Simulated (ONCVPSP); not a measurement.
## nitrogen, ONCV: configuration errors across variants

- Element: N (Z = 7)
- Generator: ONCVPSP 4.0.1
- Type: optimised norm-conserving Vanderbilt (ONCV)
- Functional: PBE
- Relativity: scalar-relativistic
- Frozen core: [He]
- Valence charge: 5
- Reference configuration: 2s2 2p3
- Partial waves: 2s: rc 1.00 bohr, ncon 5, nbas 9, qcut 8 1/bohr, 2 projectors, debl 2.8 Ha; 2p: rc 1.30 bohr, ncon 4, nbas 7, qcut 5.7 1/bohr, 2 projectors, debl 1.7 Ha
- Local potential: polynomial inside 0.90 bohr (lpopt 5, dvloc0 0 Ha)
- Core correction: Teter function fitted to the true core (icmod 2), fcfact 0.45

All-electron excitation energies from the reference (eV): (1) 2s2 2p2 13.591; (2) 2s2 2p1 42.445; (3) 2s2 2p0 89.527.

Errors AE − PS in meV (a dash: test not solved or not reliable):

| change | (1) | (2) | (3) | bound ghosts | GHOST(+) flags above zero |
| --- | --- | --- | --- | --- | --- |
| base | +18 | +171 | +754 | none | none |
| all radii but the core radius scaled by about 0.86 (s 0.86, p 1.12 bohr); local potential polynomial inside 0.78 bohr (lpopt 5, dvloc0 0 Ha) | +11 | +112 | +525 | none | none |
| all radii but the core radius scaled by about 1.03 (s 1.04, p 1.34 bohr); local potential polynomial inside 0.92 bohr (lpopt 5, dvloc0 0 Ha) | +20 | +187 | +819 | none | none |
| all radii but the core radius scaled by about 1.12 (s 1.12, p 1.46 bohr); local potential polynomial inside 1.00 bohr (lpopt 5, dvloc0 0 Ha) | +27 | +241 | +1018 | none | none |
| all radii but the core radius scaled by about 1.24 (s 1.24, p 1.62 bohr); local potential polynomial inside 1.12 bohr (lpopt 5, dvloc0 0 Ha) | +39 | +332 | +1347 | none | none |
| all radii but the core radius scaled by about 1.30 (s 1.30, p 1.70 bohr); local potential polynomial inside 1.18 bohr (lpopt 5, dvloc0 0 Ha) | +46 | +386 | +1532 | none | none |

**Question.** Give the same row for: all radii but the core radius scaled by about 0.78 (s 0.78, p 1.02 bohr); local potential polynomial inside 0.70 bohr (lpopt 5, dvloc0 0 Ha).

**Answer.** +8.5, +88, +419; bound ghosts: none; GHOST(+) flags above zero: s, p.
